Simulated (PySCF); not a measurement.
# Peak assignment

Atoms are numbered as in `[SiH3:1]/[N:2]=[CH:3]/[CH:4]1[CH2:5][CH2:6]1` (H(Xn): hydrogen on atom n). Ha(C5), Ha(C6) are cis to C3 on the ring; Hb(C5), Hb(C6) are trans to C3 on the ring.

Theoretical values (PySCF 2.14): GIAO PBE0/pcSseg-1 shieldings, GFN2-xTB geometry. Isolated molecule, non-relativistic Hamiltonian, single conformer, fast rotation and ring inversion assumed for equivalent nuclei.

Referencing at the same level of theory: TMS for 13C (σref 186.93), 1H (σref 31.72).

Task: Assign these signals to the numbered atoms. 13C{1H} NMR (computed): δ 183.4, 26.4, 8.0.

Result: 
```tsv
δ (ppm)	atoms	environment	reason
183.4	C3	C=N carbon	–
26.4	C4	three-membered-ring carbon	carbons of three-membered rings are unusually shielded
8.0	C5/C6	three-membered-ring carbon	–
```

Task: Assign these signals to the numbered atoms. 1H NMR (600 MHz, computed): δ 7.72 (d, 1H), 4.95 (s, 3H), 1.80 (m, 1H), 0.94 (m, 2H), 0.70 (m, 2H).

Result: 
| δ (ppm) | atoms | environment | reason |
| --- | --- | --- | --- |
| 7.72 | H(C3) | hydrogen on a C=N carbon | – |
| 4.95 | H(Si1) | hydrogen on a silicon bonded to N | – |
| 1.80 | H(C4) | hydrogen on a three-membered-ring carbon | – |
| 0.94 | Hb(C5)/Hb(C6) | hydrogen on a three-membered-ring carbon | cyclopropane-type protons are shielded by the ring |
| 0.70 | Ha(C5)/Ha(C6) | hydrogen on a three-membered-ring carbon | – |

Shifts are as computed. Against solution values, carbons near 30 ppm lie about +3 ppm off and those near 130 ppm about +5 ppm. Of 1211 compounds with measured shifts, 218 miss one by over three times the rms of a fit or turn the order of signals round; such compounds aren't used in these exercises. Multiplicities follow the n + 1 count of equivalent neighbours, as no J values were calculated; m marks all less simple cases, F and P coupling included.
